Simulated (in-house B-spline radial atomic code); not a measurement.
Configurations of the krypton ion Kr⁶⁺, with energies counted from [Ar] 3d10 4s2. Level of theory: Dirac-Hartree-Fock, average of configuration, Fermi nucleus of rms radius 4.1884 fm; calculated with a radial B-spline atomic code at the basis-set limit. Energies include first-order Breit, QED and recoil terms.

Occupations are held fixed; configurations that lie above the ionisation limit could autoionise.

| configuration | E - E(ref) (eV) | highest orbital | its <r> (bohr) |
| --- | --- | --- | --- |
| [Ar] (3d3/2)3 (3d5/2)6 4s2 (4p1/2)1 | 93.543 | 4p1/2 | 1.452 |
| [Ar] 3d10 4s1 (8g9/2)1 | 96.512 | 8g9/2 | 12.25 |
| [Ar] (3d3/2)3 (3d5/2)6 4s2 (5g7/2)1 | 163.18 | 5g7/2 | 3.901 |
| [Ar] (3d3/2)4 (3d5/2)5 4s2 (6d3/2)1 | 164.26 | 6d3/2 | 5.467 |
| [Ar] (3d3/2)4 (3d5/2)5 4s2 (7p3/2)1 | 168.59 | 7p3/2 | 7.013 |
| [Ne] 3s2 (3p1/2)1 (3p3/2)4 3d10 4s2 8s1 | 305.52 | 8s1/2 | 9.118 |
| [Ne] 3s2 (3p1/2)1 (3p3/2)4 3d10 4s2 (7g9/2)1 | 307.57 | 7g9/2 | 9.017 |

(1) Order these further configurations by energy, lowest first.
A. [Ar] 3d10 4s1 (4d5/2)1
B. [Ne] 3s2 (3p1/2)2 (3p3/2)3 3d10 4s2 7s1
C. [Ar] 3d10 4s1 (6d3/2)1
D. [Ar] (3d3/2)3 (3d5/2)6 4s2 (5p1/2)1
E. [Ar] (3d3/2)3 (3d5/2)6 4s2 (8f7/2)1

(2) How far above the reference does [Ar] (3d3/2)4 (3d5/2)5 4s2 (6p3/2)1 lie?

(3) How far above the reference does [Ar] (3d3/2)4 (3d5/2)5 4s2 (7f7/2)1 lie?

## Answers

(1) A (42.785 eV), C (82.934 eV), D (141.74 eV), E (179.14 eV), B (291.2 eV).

(2) 159.17 eV; its least bound orbital is 6p3/2 with <r> = 4.749 bohr.

(3) 174.54 eV; its least bound orbital is 7f7/2 with <r> = 9.215 bohr.
